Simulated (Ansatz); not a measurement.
Consider the ligand exchange at the Al–C bond: `C=[C]([AlH2])C(C)=N` + `N[SiH2][SiH3]` → `[AlH2][NH][SiH2][SiH3]` + `C=CC(C)=N`.

Program: Ansatz. Geometries: PBE0-D4/def2-TZVP. ΔE: electronic, gas phase. CBS: MP2 limit from def2 TZ/QZ plus the TZ coupled-cluster correction, frozen cores. This one scheme is used for every species. Functionals use def2-TZVPP. B3LYP here is the variant with VWN-RPA as its local correlation; programs differ in this. Each species was taken in one conformer, which may not be the lowest.

```csv
level,ΔE (kJ/mol)
PBE0-D4,-99.5
ωB97X-V,-101.8
B2PLYP,-107.6
r2SCAN,-106.5
B3LYP,-107.4
HF/def2-TZVPP,-109.6
HF/def2-QZVPP,-110.1
SCS-MP2/def2-QZVPP,-106.9
```

What does CCSD(T)/CBS give? (Estimate.)

Computed: -104.9 kJ/mol. The listed levels differ from it by 5.4, 3.1, -2.7, -1.6, -2.5, -4.7, -5.2, -2.0 kJ/mol.

Largest T1 diagnostic among the species: 0.013.

In def2-TZVPP, CCSD(T) changes the Hartree–Fock value by +3.1 kJ/mol (the triples alone add +0.9 kJ/mol) and MP2 by +3.9 kJ/mol.
